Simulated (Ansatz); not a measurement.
The cluster AlB₆: single points at one geometry.

```yaml
crystal:
  periodic: [false, false, false]
  atoms:
    - {symbol: Al, position_ang: [-1.775845, -2.944021, 0.465033]}
    - {symbol: B, position_ang: [-0.405953, 1.688768, 0.202505]}
    - {symbol: B, position_ang: [1.120782, 0.896472, -0.329666]}
    - {symbol: B, position_ang: [-0.287512, -1.536638, 0.027959]}
    - {symbol: B, position_ang: [0.968616, -0.693521, -0.347139]}
    - {symbol: B, position_ang: [-0.493044, 0.096074, 0.162650]}
    - {symbol: B, position_ang: [0.872956, 2.492867, -0.181342]}
basis:
  gaussian: {orbitals: def2-TZVP, initial_orbitals: start.molden}
magnetization: {spin_polarized: true, initial_magnetization: 1}
hamiltonian: {xc: r2scan, dispersion: d4}
scf: {omitted_lower_state_checks: [starts]}
output: {orbitals: {seedname: orbitals}}
```

The file start.molden holds the orbitals of an earlier run on this structure, at another level or in another basis.

```sh
$ ansatz run in.yaml --threads 2 --pin off --events-out ev --progress --plain --max-ram 32768MiB --backend cpu
```

Shortened log:

```
Functional definition: r2SCAN
1273 factors; their error is unknown
mean field evaluation 1: about -10644.8107 eV, gradient 4.2e0 eV
mean field evaluation 2: about -10644.8668 eV, gradient 1.0e-1 eV
mean field evaluation 4: about -10644.8509 eV, gradient 5.2e-3 eV
mean field evaluation 8: about -10644.8509 eV, gradient 2.4e-5 eV
mean field -10644.85090413 eV, -391.1910553876 hartree, gradient 1.5e-5 eV, S^2 1.480421; 0 other end points of the search recorded, 0 dependent functions left out
reference -10644.85092352 eV, -391.1910561004 hartree; 22, 21 occupied and 201, 202 virtual orbitals, 1273 factors
Total energy: -10644.90941955 eV, -391.1932057896 hartree
Checks for a lower state left out: starts
```

Hardware: 2 threads of AMD EPYC 7R13 on a shared host. Wall time 22 s, peak host memory 0.71 GiB.

As the first input, with `hamiltonian: {xc: pbe, dispersion: d4}`, `output: {forces: true, orbitals: {seedname: orbitals}}` (abridged; 9 s):

```
Functional definition: PBE
mean field evaluation 16: about -10638.2568 eV, gradient 1.3e-5 eV
mean field -10638.25682440 eV, -390.9487274271 hartree, gradient 6.9e-6 eV, S^2 1.188547
Total energy: -10638.51392730 eV, -390.9581757845 hartree
Atom 0 force    -0.098698    -0.100546     0.028293 eV/Å
Atom 1 force     0.152848    -0.079302    -0.054064 eV/Å
Atom 2 force     0.133405     0.425093    -0.027099 eV/Å
Atom 3 force     0.313190     0.313767    -0.091123 eV/Å
Atom 4 force    -0.210003     0.005101     0.070432 eV/Å
Atom 5 force    -0.062666     0.257231     0.033726 eV/Å
Atom 6 force    -0.228076    -0.821345     0.039835 eV/Å
Dipole moment:    -0.373292    -0.538347     0.100759 e Å
Checks for a lower state left out: starts
```

As the first input, with `hamiltonian: {xc: pbe0, dispersion: d4}` (abridged; 16 s):

```
Functional definition: PBE0
mean field evaluation 16: about -10639.1581 eV, gradient 1.4e-5 eV
mean field -10639.15814504 eV, -390.9818503498 hartree, gradient 1.4e-5 eV, S^2 1.454524
Total energy: -10639.37816535 eV, -390.9899359472 hartree
Checks for a lower state left out: starts
```

The first input with `hamiltonian: {xc: {name: CAM-B3LYP}, dispersion: d4}` (abridged; 23 s):

```
Functional definition: CAM-B3LYP
mean field -10644.19925552 eV, -391.1671077431 hartree, gradient 2.6e-5 eV, S^2 1.491789
Total energy: -10644.42901924 eV, -391.1755514038 hartree
Checks for a lower state left out: starts
```

The first input with `hamiltonian: {xc: {name: r2SCAN0}, dispersion: d4}` (abridged; 30 s):

```
Functional definition: r2SCAN0
mean field -10644.17473373 eV, -391.1662065839 hartree, gradient 2.0e-5 eV, S^2 1.629558
Total energy: -10644.24736124 eV, -391.1688755955 hartree
Checks for a lower state left out: starts
```

The first input with `gaussian: {orbitals: def2-TZVPP, initial_orbitals: start.molden}`, `correlation: {method: ccsd_t}`, `scf: {omitted_lower_state_checks: [starts, cluster_reference]}` and without the key `hamiltonian` (abridged; 10 s, on the card):

```
Functional definition: HF
mean field -10606.38029058 eV, -389.7772864159 hartree, gradient 1.7e-6 eV, S^2 2.137349
11 core orbitals not correlated: weight in the atoms' cores, before any rotation towards them, 1.000 or more for the frozen orbitals, at most 0.000 for the correlated occupied ones
second order -15.21991048 eV of doubles, -0.00000000 eV of singles
cycle   1  -15.37415673 eV  change   -1.5e-1 eV  update   1.6e-1
cycle   2  -16.04546756 eV  change   -6.7e-1 eV  update   6.7e-2
cycle   3  -16.31186552 eV  change   -2.7e-1 eV  update   5.4e-2
cycle   4  -16.35927098 eV  change   -4.7e-2 eV  update   2.9e-2
cycle   5  -16.38737825 eV  change   -2.8e-2 eV  update   2.2e-2
cycle   6  -16.41590727 eV  change   -2.9e-2 eV  update   1.4e-2
cycle   7  -16.42548175 eV  change   -9.6e-3 eV  update   1.1e-2
cycle   8  -16.43928598 eV  change   -1.4e-2 eV  update   7.6e-3
cycle   9  -16.44700690 eV  change   -7.7e-3 eV  update   4.8e-3
cycle  10  -16.44636573 eV  change    6.4e-4 eV  update   2.9e-3
cycle  11  -16.44827392 eV  change   -1.9e-3 eV  update   1.6e-3
cycle  12  -16.44937996 eV  change   -1.1e-3 eV  update   1.0e-3
cycle  13  -16.44921854 eV  change    1.6e-4 eV  update   5.4e-4
cycle  14  -16.44974382 eV  change   -5.3e-4 eV  update   3.2e-4
cycle  15  -16.44949195 eV  change    2.5e-4 eV  update   1.7e-4
cycle  16  -16.44958281 eV  change   -9.1e-5 eV  update   1.0e-4
cycle  17  -16.44959172 eV  change   -8.9e-6 eV  update   5.2e-5
cycle  18  -16.44960380 eV  change   -1.2e-5 eV  update   3.1e-5
cycle  19  -16.44961615 eV  change   -1.2e-5 eV  update   1.9e-5
perturbative correction -1.40461852 eV, -0.0516187787 hartree
WARN: the results are in doubt because among natural orbitals full CI differs from the method by -0.088 eV
Total energy: -10624.23452525 eV, -390.4334174382 hartree
In doubt: among natural orbitals full CI differs from the method by -0.088 eV
Checks for a lower state left out: starts, cluster_reference
```

Geometry: r2SCAN-D4/def2-SVP.

Correlated methods freeze 11 core orbitals. At r2SCAN-D4/def2-TZVP, PBE-D4/def2-TZVP, PBE0-D4/def2-TZVP, CAM-B3LYP-D4/def2-TZVP and others the charge 0 doublet is spin-contaminated (final ⟨S²⟩ up to 2.14, 0.75 for a pure state). At CCSD(T)/def2-TZVPP the program marks the result for the charge 0 doublet as doubtful (large difference). At CCSD(T)/def2-TZVPP T1 of the charge 0 doublet is large (up to 0.063), so the single-reference result is doubtful. Another isomer (doublet) lies 0.46 eV lower at PBE0-D4/def2-TZVP; other spin states weren't run for this one.
